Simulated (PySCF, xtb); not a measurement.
Si(Cl)2(I)(OH) (Cl2HIOSi), SMILES O[Si](Cl)(Cl)I.

GFN2-xTB run with xtb at its own geometry gives an orbital gap of 5.97 eV and a dipole moment of 6.09 D.

Geometry optimised at B3LYP-D3(BJ)/def2-SVP. This is a generated structure with no PubChem entry under its InChIKey; it may be hypothetical. The def2 effective core potentials stand for the cores of I; spin–orbit coupling is left out. Other conformers were not sampled.

Problem. What does ωB97X/def2-TZVP (PySCF) give? (Estimate from the structure and the level; the computed values follow.)

Solution. gap 11.16 eV (levels -10.30 and 0.86 eV), dipole 1.25 D.
